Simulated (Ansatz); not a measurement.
The first iterations of a band of BH₅O₂Si (9 atoms, charge 0, multiplicity 1).

The calculation used RKS B3LYP/def2-SVP in Ansatz 0.2.0.

| Item | Value |
| --- | --- |
| movable images | 9 |
| climbing image | yes |
| spring | 5.0 eV/Å² |
| optimiser | quadratic models (default) |
| start path | through a guess of the saddle point |
| force threshold | 0.03 eV/Å |
| iteration limit | 44 |
| end points | relaxed |

First end point:

```xyz
9
Properties=species:S:1:pos:R:3
O -0.047 0.981 -1.424
B 0.324 0.434 -0.230
O 1.398 0.855 0.500
Si -0.785 -1.100 0.530
H 0.509 1.710 -1.739
H 1.905 1.587 0.119
H -1.907 -1.480 -0.379
H 0.063 -2.312 0.753
H -1.372 -0.721 1.854
```

Last end point:

```xyz
9
Properties=species:S:1:pos:R:3
O -0.280 1.650 -0.420
B 0.321 0.441 -0.222
O 1.632 0.186 -0.506
Si -0.789 -1.090 0.544
H 0.289 2.344 -0.785
H 2.136 0.930 -0.867
H -0.808 -2.255 -0.396
H -0.208 -1.574 1.835
H -2.203 -0.679 0.799
```

| iteration | highest image above the first end (eV) | largest band force component (eV/Å) |
| --- | --- | --- |
| 1 | 4.889 | 23.733 |
| 2 | 0.978 | 1.925 |
| 3 | 0.739 | 1.379 |
| 4 | 0.544 | 2.322 |
| 5 | 0.407 | 1.282 |

**Question.** Does the band converge within its limit, and where does its top end?

**Answer.** The forces met the threshold. It ended after 17 iterations with the highest image 0.306 eV above the first end. A vibrational analysis at the climbing image gives 2 clearly imaginary modes (581i, 57i cm⁻¹): a point of higher order, so a lower path passes nearby.

The run took 6.2 min on 1 thread of Arm Neoverse V2, on a shared host, peak memory 0.17 GiB.
